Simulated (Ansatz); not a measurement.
Job for Ansatz (a first-principles code): R-PBE/def2-TZVPPD on N2 (SMILES N#N). Files ending in .json are basis or fitting sets from the Basis Set Exchange.

Ansatz 0.2 input:
```yaml
crystal:
  periodic: [false, false, false]
  atoms:
    - {symbol: N, position_ang: [0.15794686, -0.12083626, 3.87783007]}
    - {symbol: N, position_ang: [-0.65373836, -0.54853824, 3.28796296]}
basis:
  gaussian:
    orbitals: def2-TZVPPD.json
hamiltonian:
  xc: {name: PBE}
scf: {lower_state_search: off}
```

### Question
Give the final energy of this run.

### Answer
-109.4523 hartree.
